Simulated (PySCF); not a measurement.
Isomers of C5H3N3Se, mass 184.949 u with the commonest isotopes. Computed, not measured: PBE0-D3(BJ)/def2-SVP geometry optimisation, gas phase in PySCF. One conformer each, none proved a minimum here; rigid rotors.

Task: Order these by rotational constant C, smallest first.
A. `c1cc2[se]nnc2cn1`
B. `[N:1]#[C:2]/[CH:3]=[N:4]/[c:5]1[cH:6][cH:7][n:8][se:9]1` with C3–N4–C5–C6 180°
C. `[H]/[N:9]=[CH:8]/[c:7]1[c:3]([C:2]#[N:1])[cH:4][se:5][n:6]1` with N6–C7–C8–N9 180°

Result: B (528.1 MHz), C (602.9 MHz), A (714.4 MHz).

Task: Order these by dipole moment, smallest first.
A. `[H]/[N:9]=[CH:8]/[c:7]1[c:3]([C:2]#[N:1])[cH:4][se:5][n:6]1` with N6–C7–C8–N9 180°
B. `[N:1]#[C:2]/[CH:3]=[N:4]/[c:5]1[cH:6][cH:7][n:8][se:9]1` with C3–N4–C5–C6 180°
C. `c1cc2nn[se]c2cn1`
D. `C1=CC2=C(C=N1)N=N[Se]2`

Result: C (1.03 D), B (2.19 D), D (2.68 D), A (3.98 D).

Task: Order these by rotational constant A, largest first.
A. `[N:1]#[C:2]/[CH:3]=[N:4]/[c:5]1[cH:6][cH:7][n:8][se:9]1` with C3–N4–C5–C6 180°
B. `[H]/[N:9]=[CH:8]/[c:7]1[c:3]([C:2]#[N:1])[cH:4][se:5][n:6]1` with N6–C7–C8–N9 180°
C. `c1cc2[se]nnc2cn1`

Result: A (3313 MHz), C (2816 MHz), B (2300 MHz).

```
               SMILES  point group  Ia (u·Å²)  Ib (u·Å²)  Ic (u·Å²)      κ  μa (D)  μb (D)  μc (D)
   N#C/C=N/c1ccn[se]1           Cs     152.54     804.41     956.94  -0.93    2.19    0.12    0.01
[H]/N=C/c1n[se]cc1C#N           Cs     219.74     618.50     838.23  -0.75    3.65    1.59    0.00
     c1cc2[se]nnc2cn1           Cs     179.47     527.99     707.46  -0.77    0.03    2.68    0.00
     c1cc2nn[se]c2cn1           Cs     181.20     522.34     703.54  -0.76    0.62    0.82    0.00
```
